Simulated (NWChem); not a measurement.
## CHBrClF (bromochlorofluoromethane): a line through the functionals

CHBrClF has 5 atoms, charge 0, and is taken as a singlet. SMILES: `FC(Cl)Br`. The coordinates come from a PBE0-D4/def2-TZVP relaxation.

The HOMO–LUMO gap y, in eV, basis def2-SVPD; a is the functional's share of exact exchange. Programs: NWChem 7.3.0.

| functional | program | a | y (eV) |
| --- | --- | --- | --- |
| PBE | NWChem | 0 | 5.24 |
| r2SCAN | NWChem | 0 | 5.78 |
| B3LYP | NWChem | 0.2 | 7.00 |
| PBE0 | NWChem | 0.25 | ? |
| BHLYP | NWChem | 0.5 | 9.69 |

**Question.** Fit y = c + s·a to the known rows and predict PBE0.

**Answer.** 
1. Means of the 4 rows: a = 0.1750, y = 6.928.
2. Σ(Δa)² = 0.1675, Σ(Δa·Δy) = 1.3957, so the slope is 1.3957/0.1675 = 8.3325.
3. Intercept: 6.928 − (8.3325) × 0.1750 = 5.470. The largest residual of the fit is 0.31.
4. PBE0: 5.470 + (8.3325) × 0.25 = 7.55 eV.

The run gave 7.55 eV, so the prediction is off by 0.00 eV: they agree to the digits shown. Exact exchange lowers occupied levels and raises empty ones. The rows mix families of semi-local functionals, which the line can't see.
